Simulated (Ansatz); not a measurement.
This geometry of AlBrClH$_{3}$ (6 atoms, charge 0, multiplicity 1) is a first-order saddle point.

Theory: Ansatz, UKS PBE0-D4/def2-SVP.

```xyz
6
Properties=species:S:1:pos:R:3
Al -0.521 -0.323 -0.443
Br 1.952 -0.281 0.018
H -0.772 0.383 -1.830
H -1.088 -1.703 0.067
H 0.968 0.697 0.929
Cl -0.538 1.228 1.258
```

Q: Which two structures does it join? (They come from a converged band through this point; their orientation in space is the band's.)

A: Bonds broken: H5–Cl6. Bonds formed: Br2–H5.

Image 0:

```xyz
6
Properties=species:S:1:pos:R:3
Al -0.317 -0.502 -0.606
Br 1.976 -0.547 -0.275
H -0.811 0.377 -1.822
H -1.122 -1.691 0.054
H 0.784 1.094 1.336
Cl -0.510 1.269 1.313
```

Image 10:

```xyz
6
Properties=species:S:1:pos:R:3
Al -0.761 -0.248 -0.399
Br 1.997 -0.238 0.062
H -0.745 0.315 -1.877
H -1.060 -1.747 0.001
H 1.566 0.709 1.048
Cl -0.996 1.209 1.165
```

Q: How far does it lie above each of them?

A: 0.149 eV above the first and 0.115 eV above the second. This is the barrier of this one path; another mechanism may lie lower. The orbitals were unrestricted but ended closed-shell.

Time of the run: 110 s on 2 threads of INTEL(R) XEON(R) PLATINUM 8581C CPU @ 2.30GHz (Emerald Rapids), on a shared host, peak memory 0.27 GiB.
